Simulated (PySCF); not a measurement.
C6H9O, SMILES O=C1C[CH]CCC1, multiplicity 2.

Geometry optimised at B3LYP-D3(BJ)/def2-SVP. The isomer is the one that the SMILES or the coordinates give; other isomers of the formula were not compared. Other conformers were not sampled.

All values below come from TDA-PBE/def2-SVPD (PySCF 2.14.0).

Vertical excitations. 

```
state   energy (eV)  λ (nm)      f                              main pairs
------  -----------  ------  -----  --------------------------------------
root 1         2.64     469  0.001                        α HOMO→LUMO 98 %
root 2         3.23     384  0.021                        β HOMO→LUMO 97 %
root 3         3.76     330  0.001  α HOMO−1→LUMO 43 %, β HOMO→LUMO+1 55 %
root 4         4.27     290  0.001  α HOMO−1→LUMO 56 %, β HOMO→LUMO+1 43 %
root 5         4.42     280  0.004                      α HOMO→LUMO+1 98 %
root 6         4.92     252  0.020                      α HOMO→LUMO+2 99 %
```
Unrestricted roots are not spin-pure.
